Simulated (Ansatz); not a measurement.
Reaction (SMILES): C1CCCCCC1 -> [CH]1CCCCCC1 + H atom (the C-H bond at the site shown breaks; other sites are not compared here)
Structures are relaxed separately at B3LYP-D3(BJ)/def2-TZVP in Ansatz (a program for electronic structure), one conformer each, not searched for the lowest. Frequencies are from Ansatz.
Geometry of the first species:
SMILES: C1CCCCCC1
```xyz
21

C      0.2231     1.6788     0.2819
C     -1.0111     0.9383     0.8079
C     -1.6090    -0.0474    -0.2037
C     -0.9875    -1.4515    -0.2277
C      0.5351    -1.5312    -0.0440
C      1.3561    -0.4312    -0.7283
C      1.4919     0.8420     0.1136
H      0.4519     2.5136     0.9511
H     -0.0390     2.1277    -0.6831
H     -0.7742     0.4254     1.7464
H     -1.7694     1.6856     1.0562
H     -2.6801    -0.1588    -0.0159
H     -1.5306     0.4030    -1.1980
H     -1.4532    -2.0621     0.5515
H     -1.2584    -1.9235    -1.1768
H      0.7747    -1.5140     1.0237
H      0.8646    -2.5097    -0.4027
H      0.9321    -0.1933    -1.7100
H      2.3617    -0.8150    -0.9197
H      1.8630     0.5533     1.1037
H      2.2652     1.4801    -0.3246
```

Quantity: bond dissociation energy (enthalpy at 298 K, with B3LYP-D3(BJ) rigid-rotor harmonic-oscillator terms), in eV. Valence correlation only, unless marked. Open shells are spin-unrestricted. No spin-orbit coupling. Non-relativistic. Basis-set limits of correlation are two-point, X^-3; Hartree-Fock from the larger set. The bracket is a focal-point correction in the basis named.

Level to compare with: RI-MP2/CBS(cc-pVTZ,cc-pVQZ)+[CCSD(T)-MP2]/cc-pVTZ (Ansatz), 4.29 eV. It is a level with limits of its own, and the differences hold the functionals' basis error too.

Task: Rank these functionals by how close they come to RI-MP2/CBS(cc-pVTZ,cc-pVQZ)+[CCSD(T)-MP2]/cc-pVTZ, closest first: r2SCAN/def2-TZVPD (Ansatz); wB97X-V/def2-TZVPD (Ansatz); LC-wPBE/def2-TZVPD (Ansatz).

Result: wB97X-V/def2-TZVPD (range-separated hybrid with VV10, 4.21 eV, difference -0.08), LC-wPBE/def2-TZVPD (range-separated hybrid, 4.04 eV, difference -0.25), r2SCAN/def2-TZVPD (meta-GGA, 3.97 eV, difference -0.32)
